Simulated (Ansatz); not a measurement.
spiro-OMeTAD half, `COc1ccc(N(c2ccc(OC)cc2)c2ccc3c(c2)C2(c4ccccc4-c4ccccc42)c2cc(N(c4ccc(OC)cc4)c4ccc(OC)cc4)ccc2-3)cc1`. Total charge 0; singlet. Geometry PBE-D4/def2-SVP.

Cartesian coordinates in Å:
```
C 7.678 4.869 -0.688
O 6.498 4.478 -1.357
C 6.097 3.177 -1.249
C 4.918 2.829 -1.942
C 4.434 1.522 -1.909
C 5.097 0.523 -1.157
N 4.603 -0.808 -1.118
C 5.515 -1.894 -1.170
C 6.608 -1.879 -2.058
C 7.528 -2.937 -2.094
C 7.353 -4.052 -1.249
O 8.182 -5.135 -1.208
C 9.309 -5.145 -2.062
C 6.250 -4.080 -0.367
C 5.352 -3.013 -0.320
C 3.212 -1.046 -1.059
C 2.635 -2.141 -1.750
C 1.253 -2.363 -1.731
C 0.416 -1.478 -1.028
C 1.001 -0.392 -0.328
C 2.372 -0.173 -0.324
C -0.078 0.452 0.349
C 0.064 0.564 1.865
C 0.070 -0.461 2.813
C 0.185 -0.123 4.174
C 0.290 1.224 4.570
C 0.282 2.256 3.617
C 0.167 1.921 2.258
C 0.121 2.760 1.052
C 0.206 4.152 0.887
C 0.142 4.685 -0.411
C -0.008 3.841 -1.528
C -0.095 2.447 -1.366
C -0.032 1.917 -0.076
C -1.350 -0.289 -0.059
C -2.658 0.024 0.287
C -3.708 -0.823 -0.146
N -5.038 -0.557 0.248
C -5.300 -0.039 1.544
C -4.582 -0.498 2.666
C -4.815 0.029 3.943
C -5.805 1.015 4.129
O -6.116 1.587 5.329
C -5.404 1.162 6.472
C -6.542 1.465 3.013
C -6.286 0.957 1.740
C -6.118 -0.814 -0.635
C -7.313 -1.407 -0.161
C -8.383 -1.641 -1.023
C -8.288 -1.310 -2.393
O -9.387 -1.585 -3.155
C -9.347 -1.248 -4.527
C -7.098 -0.730 -2.878
C -6.033 -0.476 -2.000
C -3.401 -1.948 -0.953
C -2.080 -2.241 -1.314
C -1.035 -1.418 -0.857
C 6.265 0.880 -0.456
C 6.773 2.187 -0.508
H 7.827 5.942 -0.911
H 7.598 4.739 0.416
H 8.568 4.301 -1.045
H 4.400 3.609 -2.519
H 3.521 1.266 -2.465
H 6.745 -1.016 -2.726
H 8.370 -2.885 -2.797
H 9.019 -5.116 -3.138
H 9.995 -4.289 -1.859
H 9.847 -6.090 -1.863
H 6.131 -4.952 0.292
H 4.506 -3.037 0.382
H 3.291 -2.814 -2.321
H 0.830 -3.215 -2.286
H 2.804 0.675 0.227
H -0.014 -1.513 2.497
H 0.195 -0.917 4.936
H 0.380 1.471 5.639
H 0.363 3.307 3.932
H 0.325 4.815 1.757
H 0.210 5.774 -0.557
H -0.055 4.278 -2.538
H -0.209 1.783 -2.237
H -2.880 0.905 0.906
H -3.812 -1.272 2.534
H -4.220 -0.346 4.787
H -5.806 1.740 7.326
H -5.546 0.076 6.674
H -4.312 1.363 6.383
H -7.308 2.239 3.171
H -6.854 1.330 0.876
H -7.394 -1.679 0.902
H -9.316 -2.099 -0.661
H -8.541 -1.795 -5.070
H -9.199 -0.155 -4.685
H -10.326 -1.542 -4.952
H -6.991 -0.455 -3.936
H -5.113 -0.009 -2.382
H -4.219 -2.603 -1.285
H -1.868 -3.128 -1.932
H 6.791 0.117 0.136
H 7.689 2.422 0.050
```

Single mean-field runs in def2-SVP, def2-TZVP are fitted with def2-universal-jkfit.

Problem. Estimate the orbital energies around the gap (eV) in Ansatz with PBE-D4/def2-SVP, r2SCAN-D4/def2-SVP, PBE0-D4/def2-SVP, PBE0-D4/def2-TZVP, BHLYP-D4/def2-SVP.

Solution. 
```json
{"orbital": "HOMO−5", "PBE-D4/def2-SVP": "-5.38", "r2SCAN-D4/def2-SVP": "-5.62", "PBE0-D4/def2-SVP": "-6.49", "PBE0-D4/def2-TZVP": "-6.53", "BHLYP-D4/def2-SVP": "-7.37"}
{"orbital": "HOMO−4", "PBE-D4/def2-SVP": "-5.36", "r2SCAN-D4/def2-SVP": "-5.59", "PBE0-D4/def2-SVP": "-6.42", "PBE0-D4/def2-TZVP": "-6.45", "BHLYP-D4/def2-SVP": "-7.29"}
{"orbital": "HOMO−3", "PBE-D4/def2-SVP": "-5.31", "r2SCAN-D4/def2-SVP": "-5.55", "PBE0-D4/def2-SVP": "-6.37", "PBE0-D4/def2-TZVP": "-6.38", "BHLYP-D4/def2-SVP": "-7.11"}
{"orbital": "HOMO−2", "PBE-D4/def2-SVP": "-5.15", "r2SCAN-D4/def2-SVP": "-5.34", "PBE0-D4/def2-SVP": "-6.09", "PBE0-D4/def2-TZVP": "-6.09", "BHLYP-D4/def2-SVP": "-6.76"}
{"orbital": "HOMO−1", "PBE-D4/def2-SVP": "-4.20", "r2SCAN-D4/def2-SVP": "-4.39", "PBE0-D4/def2-SVP": "-5.14", "PBE0-D4/def2-TZVP": "-5.16", "BHLYP-D4/def2-SVP": "-5.90"}
{"orbital": "HOMO", "PBE-D4/def2-SVP": "-3.81", "r2SCAN-D4/def2-SVP": "-3.98", "PBE0-D4/def2-SVP": "-4.67", "PBE0-D4/def2-TZVP": "-4.68", "BHLYP-D4/def2-SVP": "-5.34"}
{"orbital": "LUMO", "PBE-D4/def2-SVP": "-1.70", "r2SCAN-D4/def2-SVP": "-1.64", "PBE0-D4/def2-SVP": "-0.96", "PBE0-D4/def2-TZVP": "-1.04", "BHLYP-D4/def2-SVP": "0.02"}
{"orbital": "LUMO+1", "PBE-D4/def2-SVP": "-1.58", "r2SCAN-D4/def2-SVP": "-1.53", "PBE0-D4/def2-SVP": "-0.90", "PBE0-D4/def2-TZVP": "-0.97", "BHLYP-D4/def2-SVP": "0.07"}
{"orbital": "LUMO+2", "PBE-D4/def2-SVP": "-1.38", "r2SCAN-D4/def2-SVP": "-1.32", "PBE0-D4/def2-SVP": "-0.60", "PBE0-D4/def2-TZVP": "-0.75", "BHLYP-D4/def2-SVP": "0.41"}
{"orbital": "LUMO+3", "PBE-D4/def2-SVP": "-1.28", "r2SCAN-D4/def2-SVP": "-1.20", "PBE0-D4/def2-SVP": "-0.46", "PBE0-D4/def2-TZVP": "-0.60", "BHLYP-D4/def2-SVP": "0.59"}
{"orbital": "LUMO+4", "PBE-D4/def2-SVP": "-1.24", "r2SCAN-D4/def2-SVP": "-1.17", "PBE0-D4/def2-SVP": "-0.43", "PBE0-D4/def2-TZVP": "-0.58", "BHLYP-D4/def2-SVP": "0.61"}
{"orbital": "LUMO+5", "PBE-D4/def2-SVP": "-0.96", "r2SCAN-D4/def2-SVP": "-0.87", "PBE0-D4/def2-SVP": "-0.12", "PBE0-D4/def2-TZVP": "-0.24", "BHLYP-D4/def2-SVP": "0.95"}
```
